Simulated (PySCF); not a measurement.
Which determinant of SnO lies lowest?

Unrestricted PBE0; Sn cc-pVDZ-PP with ECP28, O cc-pVDZ; scalar-relativistic core potentials (PySCF 2.14). Outer shells of the fragments: Sn 4d10 5s2 5p2; O 2s2 2p4.

Followed along the bond (rough minima from three points):

| 2Ms+1 | unpaired | ⟨S²⟩ at the start | R at minimum (Å) | Te (eV) |
| --- | --- | --- | --- | --- |
| 1 | none | 0.00 | 1.85 | 0.00 |
| 3 | π ↑↑ | 2.01 | none in the scan | ≤ 2.10 |
| 5 | σ ↑, π ↑↑↑ | 6.01 | none in the scan | ≤ 5.05 |

Solutions found at the starting distance of 1.950 Å, counted from the lowest of them; the search is not exhaustive and high or unbound solutions are not listed, so other states can lie among these:

```tsv
2Ms+1	unpaired	term	E (eV)	⟨S²⟩	⟨Lz²⟩	μ (D)
1	none	¹Σ⁺	0.00	0.00	0.00	-4.24
3	π ↑↑	mixed	2.04	2.01	2.01	-1.69
3	π ↑↑	mixed	2.32	2.01	2.01	-1.78
1	π ↑↓	mixed	2.39	1.01	2.01	-1.83
3	σ ↑, π ↑	³Π	2.57	2.01	1.01	-3.14
1	σ ↓, π ↑	mixed	2.76	1.02	1.00	-3.01
3	σ ↑, π ↑	³Π	5.01	2.01	1.02	-1.49
3	σ ↑↑	³Σ⁺	5.19	2.01	0.00	-2.48
1	σ ↓, π ↑	mixed	5.20	1.01	1.01	-1.51
5	σ ↑, π ↑↑↑	⁵Π	5.23	6.01	1.00	-0.81
1	σ ↓, π ↑↑↓	mixed	6.36	2.01	3.01	-0.65
5	π ↑↑↑↑	⁵Σ⁺	6.57	6.01	0.00	2.83
5	σ ↑↑, π ↑↑	mixed	7.60	6.01	2.01	-0.13
5	σ ↑↑, π ↑↑	mixed	7.83	6.01	2.00	-0.10
```

A term symbol is given only where ⟨S²⟩ and ⟨Lz²⟩ are close to those of a pure state; real π, δ and φ orbitals otherwise mix terms. A positive dipole means Sn(−)O(+).

Spin–orbit coupling is left out. Counting both spins, an empty level lies below a filled one in some of these solutions, because spin and occupation are held.
